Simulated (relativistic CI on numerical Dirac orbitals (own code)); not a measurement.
Forbidden lines of Ce²⁹⁺

Method of calculation: Dirac-Coulomb-Breit CI, separate exchange-only KLI orbitals for each configuration, model QED, unscaled Slater integrals (own radial code, finite nucleus).

Configurations in the expansion (outside the closed core [Ar]): 3d10 4s, 3d10 4p, 3d10 4d, 3d10 4f, 3d10 5s, 3d10 5p, 3d10 5d, 3d10 5f, 3d10 5g, 3d10 6s, 3d10 6p, 3d10 6d, 3d9 4s2, 3d10 6f, 3d10 7s, 3d9 4s 4p, 3d10 8s, 3d9 4s 4d, 3d9 4s 4f, 3d9 4s 5s, 3d9 4s 5p, 3d9 4s 5d, 3d9 4s 5f. Double excitations out of closed p, d and f shells are left out; levels of such configurations are missing from the list, as are those of other unlisted configurations, and high levels can miss mixing partners.

```tsv
λ vac (nm)	Lower	Upper	Type	A (s⁻¹)	log gf
1.6231	3d10 4s 2S_1/2 [1]	3d9 4s2 2D_3/2 [25]	E2	5.18e+08	-4.09
1.6354	3d10 4p 2P°_1/2 [2]	3d9 4s 4p 4F°_5/2 [32]	E2	4.27e+08	-3.99
1.6399	3d10 4p 2P°_3/2 [3]	3d9 4s 4p 4D°_5/2 [46]	E2	2.59e+08	-4.20
1.6426	3d10 4p 2P°_3/2 [3]	3d9 4s 4p 2F°_7/2 [44]	E2	4.93e+08	-3.80
1.6655	3d10 4s 2S_1/2 [1]	3d9 4s2 2D_5/2 [22]	E2	4.99e+08	-3.90
1.6795	3d10 4p 2P°_1/2 [2]	3d9 4s 4p 2F°_5/2 [28]	E2	3.88e+08	-4.01
1.6828	3d10 4p 2P°_3/2 [3]	3d9 4s 4p 4D°_7/2 [38]	E2	2.09e+08	-4.15
1.6833	3d10 4p 2P°_3/2 [3]	3d9 4s 4p 2D°_5/2 [36]	E2	3.16e+08	-4.09
1.6889	3d10 4p 2P°_1/2 [2]	3d9 4s 4p 4P°_5/2 [26]	E2	9.60e+07	-4.61
56.304	3d9 4s 4p 4F°_7/2 [29]	3d9 4s 4p 4F°_9/2 [35]	M1	7.14e+04	-4.47
```

Terms are leading LS components. Brackets give the number of a level in order of energy, since labels repeat. The list gives strong lines, with weight on those to low levels, among the lowest 123 of 227 levels, so that lines to higher ones, which can be the strongest, are missing. Levels whose partners in the same complex of configurations lie outside the list can be far off, and so can their lines. Rates are taken at the computed energies, electric ones in the length gauge.

At this charge energies of transitions that change n are usually good to better than 1 %, and those within a shell (Δn = 0) to a few per cent.

LS names give the leading component of a level, which can be under half, so a name can repeat, a term be missing and a line seem to break the LS rules.
